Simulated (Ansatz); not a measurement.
**Reading a saddle point**

A first-order saddle point of Si2NH7S, singlet, PBE0-D4/def2-TZVP, with one imaginary mode of 559i cm⁻¹:

Si1  (-0.152, 0.869, 0.341)
S2  (2.088, 0.269, -0.726)
N3  (-0.640, 1.497, -1.078)
H4  (1.018, 0.895, -1.456)
H5  (0.320, 1.629, 1.542)
Si6  (-0.807, -1.315, 0.850)
H7  (1.706, -0.962, -1.106)
H8  (-0.708, 2.495, -1.225)
H9  (-0.735, -2.136, -0.389)
H10  (-2.198, -1.340, 1.377)
H11  (0.107, -1.900, 1.869)
(Å)

Program: Ansatz 0.2.0. Basis: def2-TZVPP and def2-QZVPP. Cores are frozen in the correlated methods. Extrapolation: Hartree–Fock as exp(−7.88 √X), correlation as X^−2.97.

(1) Which contacts change along the imaginary mode, and what lies on either side? (Judge from chemistry; the calculation decides.)

(2) Which side is lower, and how far does the saddle lie above each? (An estimate is asked for; the value comes from the calculation.)

T1 diagnostic: at most 0.017.

## Answers

(1) Computed: The step is Si₂NH₇S ([NH2][SiH]([SiH3])[SH]) → Si₂NH₅ ([NH][SiH][SiH3]) + H₂S, with the molecules in contact on both sides. Shortening one way: S2–H4; lengthening the same way: Si1–S2, N3–H4.
| pair | one side (Å) | saddle (Å) | other side (Å) |
| --- | --- | --- | --- |
| S2–H4 | 3.40 | 1.44 | 1.34 |
| Si1–S2 | 2.14 | 2.55 | 2.81 |
| N3–H4 | 1.01 | 1.80 | 3.55 |

(2) The calculation gives: The side with Si1–S2, N3–H4 short is lower by 2.690 eV; the saddle lies 2.964 eV above it and 0.274 eV above the other (CCSD(T) at an estimated basis limit (MP2 extrapolated from triple and quadruple zeta, plus CCSD(T) − MP2 in triple zeta); electronic energies).

Labels in which every atom is bracketed show which atoms are joined, not bond orders.

For scale, one of the runs: CCSD(T)/def2-TZVPP, 255 basis functions (an equivalent command: `ansatz run in.yaml --threads 4`). Time: 62 s of wall clock on 4 CPU threads; the host was shared. Peak host memory: 5.1 GiB.
